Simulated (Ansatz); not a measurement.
This geometry of GaH$_{5}$O$_{3}$S (10 atoms, charge 0, multiplicity 1) is a first-order saddle point.

Level of theory: RKS B3LYP/def2-SVP (Ansatz).

```xyz
10
Properties=species:S:1:pos:R:3
Ga -0.420 -0.259 -0.222
S 1.852 0.748 -0.667
O -0.863 -1.665 -1.239
O -1.579 1.092 0.006
H 1.518 0.187 0.723
O 0.541 -0.560 1.396
H 1.359 1.978 -0.385
H -0.249 -2.407 -1.177
H -2.299 1.089 -0.638
H 0.141 -0.202 2.203
```

Q: Which two structures does it join? (They come from a converged band through this point; their orientation in space is the band's.)

A: Bonds broken: H5–O6. Bonds formed: S2–H5.

Image 0:

```xyz
10
Properties=species:S:1:pos:R:3
Ga -0.087 -0.169 -0.454
S 1.865 0.697 -1.160
O -0.775 -1.704 -1.084
O -1.300 0.986 0.268
H 1.237 -0.055 1.776
O 0.399 -0.515 1.606
H 1.389 1.960 -1.060
H -0.215 -2.161 -1.724
H -2.203 0.857 -0.048
H -0.311 0.104 1.880
```

Image 10:

```xyz
10
Properties=species:S:1:pos:R:3
Ga -0.482 -0.368 -0.036
S 1.861 0.834 -0.707
O -0.787 -1.581 -1.324
O -1.449 1.153 -0.048
H 2.114 0.587 0.602
O 0.257 -0.853 1.545
H 1.223 1.999 -0.440
H -0.423 -2.449 -1.106
H -2.074 1.185 -0.784
H -0.240 -0.507 2.298
```

Q: How far does it lie above each of them?

A: 81.0 kJ/mol above the first and 16.8 kJ/mol above the second. This is the barrier of this one path; another mechanism may lie lower. The orbitals stay closed-shell, which can raise the energy where a bond breaks towards radicals; this wasn't checked here.

Time of the run: 9.4 min on 2 threads of Intel(R) Xeon(R) Platinum 8259CL CPU @ 2.50GHz (Skylake/Cascade Lake) (shared host), peak memory 0.35 GiB.
